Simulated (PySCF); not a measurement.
H7N3OSn, SMILES [NH2][Sn]([NH2])([NH2])[OH].

Coordinates come from a PBE0-D3(BJ)/def2-SVP optimisation. The structure was generated by enumeration; whether it is a known compound was not checked. The def2 effective core potentials stand for the cores of Sn; spin–orbit coupling is left out. Other conformers were not sampled.

Two levels are set side by side: PBE/def2-TZVP (PySCF) and B3LYP/def2-TZVP (PySCF). Same geometry, gas phase. Differences are taken from unrounded values.

```
quantity                     B3LYP    PBE  PBE minus B3LYP
---------------------------  -----  -----  ---------------
orbital gap (eV)              6.14   4.36            -1.78
highest occupied level (eV)  -7.16  -5.96             1.21
lowest empty level (eV)      -1.03  -1.59            -0.57
dipole moment (D)             1.23   1.18            -0.05
mean polarisability (bohr³)   64.8   67.6              2.9
```

PBE's occupied levels lie high since its potential decays too fast outside the molecule; exact exchange lowers them and widens the gap. PBE's more diffuse valence density responds more strongly to a field. Differences between two approximate levels are no errors against the true value.

Rough cost on one machine, each run with all the roots and properties that it gave: B3LYP against PBE within a factor of 2.
